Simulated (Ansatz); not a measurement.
Geometry optimisation of C2H6AlNOSi (`O=[CH][Al]1[NH][CH]1[SiH3]`).

```yaml
crystal:
  periodic: [false, false, false]
  atoms:
    - {symbol: O, position_ang: [-2.408052, -2.161018, 2.203889]}
    - {symbol: C, position_ang: [-1.203470, -1.995095, 2.126887]}
    - {symbol: Al, position_ang: [-0.460542, -0.858237, 0.608960]}
    - {symbol: N, position_ang: [0.516182, -0.982672, -0.843418]}
    - {symbol: C, position_ang: [-0.191706, 0.349700, -0.930967]}
    - {symbol: Si, position_ang: [0.839769, 1.909435, -0.722833]}
    - {symbol: H, position_ang: [-0.511908, -2.485576, 2.886045]}
    - {symbol: H, position_ang: [1.051775, -1.334780, -1.638538]}
    - {symbol: H, position_ang: [-0.977195, 0.428082, -1.718374]}
    - {symbol: H, position_ang: [1.655655, 1.808525, 0.544766]}
    - {symbol: H, position_ang: [-0.048300, 3.125630, -0.624367]}
    - {symbol: H, position_ang: [1.814692, 2.140905, -1.858150]}
basis:
  gaussian: {orbitals: def2-TZVP}
hamiltonian: {xc: pbe0, dispersion: d4}
relax: {f_tol: 0.005, max_steps: 150}
```

```sh
$ ansatz run in.yaml --threads 4 --pin off --events-out ev --progress --plain --max-ram 10444MiB
```

It prints (some lines left out):

```
Functional definition: PBE0
mean field -20170.84530103 eV, -741.2648925227 hartree, gradient 1.7e-5 eV, S^2 0.000000; 0 other end points of the search recorded, 0 dependent functions left out
relax step   1: F+E_penalty+E_count = -20171.07005020 eV  Δ(F+E_penalty+E_count) = +0.000e0 eV  max|allowed force component| = 1.259e0 eV/Å  Δτ_max = 0.0000 Å  (34 SCF iters, accepted)
mean field -20170.89871291 eV, -741.2668553734 hartree, gradient 2.3e-5 eV, S^2 0.000000; 0 other end points of the search recorded, 0 dependent functions left out
relax step   2: F+E_penalty+E_count = -20171.12479775 eV  Δ(F+E_penalty+E_count) = -5.475e-2 eV  max|allowed force component| = 5.175e-1 eV/Å  Δτ_max = 0.0470 Å  (36 SCF iters, accepted)
mean field -20170.90974463 eV, -741.2672607814 hartree, gradient 9.9e-6 eV, S^2 0.000000; 0 other end points of the search recorded, 0 dependent functions left out
relax step   3: F+E_penalty+E_count = -20171.13691242 eV  Δ(F+E_penalty+E_count) = -1.211e-2 eV  max|allowed force component| = 3.557e-1 eV/Å  Δτ_max = 0.0749 Å  (35 SCF iters, accepted)
mean field -20170.92182435 eV, -741.2677047028 hartree, gradient 1.8e-5 eV, S^2 0.000000; 0 other end points of the search recorded, 0 dependent functions left out
relax step   4: F+E_penalty+E_count = -20171.14892231 eV  Δ(F+E_penalty+E_count) = -1.201e-2 eV  max|allowed force component| = 2.411e-1 eV/Å  Δτ_max = 0.0585 Å  (36 SCF iters, accepted)
mean field -20170.92471262 eV, -741.2678108449 hartree, gradient 1.5e-5 eV, S^2 0.000000; 0 other end points of the search recorded, 0 dependent functions left out
relax step   5: F+E_penalty+E_count = -20171.15171848 eV  Δ(F+E_penalty+E_count) = -2.796e-3 eV  max|allowed force component| = 1.104e-1 eV/Å  Δτ_max = 0.0105 Å  (36 SCF iters, accepted)
mean field -20170.92520984 eV, -741.2678291173 hartree, gradient 1.5e-5 eV, S^2 0.000000; 0 other end points of the search recorded, 0 dependent functions left out
relax step   6: F+E_penalty+E_count = -20171.15222381 eV  Δ(F+E_penalty+E_count) = -5.053e-4 eV  max|allowed force component| = 1.153e-1 eV/Å  Δτ_max = 0.0191 Å  (36 SCF iters, accepted)
mean field -20170.92631165 eV, -741.2678696081 hartree, gradient 1.5e-5 eV, S^2 0.000000; 0 other end points of the search recorded, 0 dependent functions left out
relax step   7: F+E_penalty+E_count = -20171.15333724 eV  Δ(F+E_penalty+E_count) = -1.113e-3 eV  max|allowed force component| = 9.557e-2 eV/Å  Δτ_max = 0.0137 Å  (36 SCF iters, accepted)
mean field -20170.92679605 eV, -741.2678874094 hartree, gradient 1.5e-5 eV, S^2 0.000000; 0 other end points of the search recorded, 0 dependent functions left out
relax step   8: F+E_penalty+E_count = -20171.15393188 eV  Δ(F+E_penalty+E_count) = -5.946e-4 eV  max|allowed force component| = 4.625e-2 eV/Å  Δτ_max = 0.0117 Å  (37 SCF iters, accepted)
mean field -20170.92680509 eV, -741.2678877420 hartree, gradient 1.4e-5 eV, S^2 0.000000; 0 other end points of the search recorded, 0 dependent functions left out
relax step   9: F+E_penalty+E_count = -20171.15395622 eV  Δ(F+E_penalty+E_count) = -2.434e-5 eV  max|allowed force component| = 4.680e-2 eV/Å  Δτ_max = 0.0147 Å  (36 SCF iters, accepted)
mean field -20170.92691154 eV, -741.2678916538 hartree, gradient 1.5e-5 eV, S^2 0.000000; 0 other end points of the search recorded, 0 dependent functions left out
relax step  10: F+E_penalty+E_count = -20171.15403467 eV  Δ(F+E_penalty+E_count) = -7.844e-5 eV  max|allowed force component| = 4.586e-2 eV/Å  Δτ_max = 0.0099 Å  (37 SCF iters, accepted)
mean field -20170.92653981 eV, -741.2678779929 hartree, gradient 1.6e-5 eV, S^2 0.000000; 0 other end points of the search recorded, 0 dependent functions left out
relax step  11: F+E_penalty+E_count = -20171.15373983 eV  Δ(F+E_penalty+E_count) = +2.948e-4 eV  max|allowed force component| = 8.752e-2 eV/Å  Δτ_max = 0.0197 Å  (36 SCF iters, rejected (line search))
mean field -20170.92710907 eV, -741.2678989130 hartree, gradient 1.5e-5 eV, S^2 0.000000; 0 other end points of the search recorded, 0 dependent functions left out
relax step  12: F+E_penalty+E_count = -20171.15431419 eV  Δ(F+E_penalty+E_count) = -2.795e-4 eV  max|allowed force component| = 2.736e-2 eV/Å  Δτ_max = 0.0099 Å  (37 SCF iters, accepted)
mean field -20170.92718101 eV, -741.2679015565 hartree, gradient 1.5e-5 eV, S^2 0.000000; 0 other end points of the search recorded, 0 dependent functions left out
relax step  13: F+E_penalty+E_count = -20171.15455973 eV  Δ(F+E_penalty+E_count) = -2.455e-4 eV  max|allowed force component| = 1.899e-2 eV/Å  Δτ_max = 0.0213 Å  (36 SCF iters, accepted)
mean field -20170.92715316 eV, -741.2679005331 hartree, gradient 1.4e-5 eV, S^2 0.000000; 0 other end points of the search recorded, 0 dependent functions left out
relax step  14: F+E_penalty+E_count = -20171.15458721 eV  Δ(F+E_penalty+E_count) = -2.748e-5 eV  max|allowed force component| = 1.162e-2 eV/Å  Δτ_max = 0.0061 Å  (37 SCF iters, accepted)
mean field -20170.92712071 eV, -741.2678993405 hartree, gradient 1.4e-5 eV, S^2 0.000000; 0 other end points of the search recorded, 0 dependent functions left out
relax step  15: F+E_penalty+E_count = -20171.15460466 eV  Δ(F+E_penalty+E_count) = -1.746e-5 eV  max|allowed force component| = 4.466e-3 eV/Å  Δτ_max = 0.0058 Å  (37 SCF iters, accepted)
mean field -20170.92712071 eV, -741.2678993405 hartree, gradient 1.4e-5 eV, S^2 0.000000; 1 other end points of the search recorded, 0 dependent functions left out
Total energy: -20171.15464526 eV, -741.2762607135 hartree
Atom 0 at    -2.345471    -2.126888     2.170527 Å, force    -0.001769    -0.002000     0.000692 eV/Å
Atom 1 at    -1.156370    -1.929585     2.110840 Å, force     0.000746     0.001966     0.001147 eV/Å
Atom 2 at    -0.474260    -0.920165     0.502767 Å, force     0.000866    -0.002941     0.003968 eV/Å
Atom 3 at     0.492172    -0.997503    -0.916011 Å, force     0.001874    -0.002741    -0.000081 eV/Å
Atom 4 at    -0.229286     0.341169    -0.933639 Å, force     0.000076     0.004466    -0.004376 eV/Å
Atom 5 at     0.814912     1.853288    -0.684646 Å, force     0.002446     0.000680    -0.000202 eV/Å
Atom 6 at    -0.499625    -2.319354     2.923706 Å, force    -0.000312    -0.000399    -0.000729 eV/Å
Atom 7 at     1.114220    -1.247308    -1.664257 Å, force    -0.001744     0.001810     0.000068 eV/Å
Atom 8 at    -1.007078     0.431784    -1.698456 Å, force    -0.000455    -0.000207    -0.000906 eV/Å
Atom 9 at     1.597360     1.708001     0.579725 Å, force    -0.000794    -0.000375     0.000415 eV/Å
Atom 10 at    -0.033706     3.073847    -0.574125 Å, force    -0.000568     0.000159     0.000005 eV/Å
Atom 11 at     1.804032     2.077613    -1.782532 Å, force    -0.000364    -0.000417    -0.000000 eV/Å
Dipole moment:     0.196645    -0.242677     0.130100 e Å
```

It took 72 s on 4 threads of an Arm Neoverse V2 on a shared host, with 0.69 GiB of host memory at the peak.
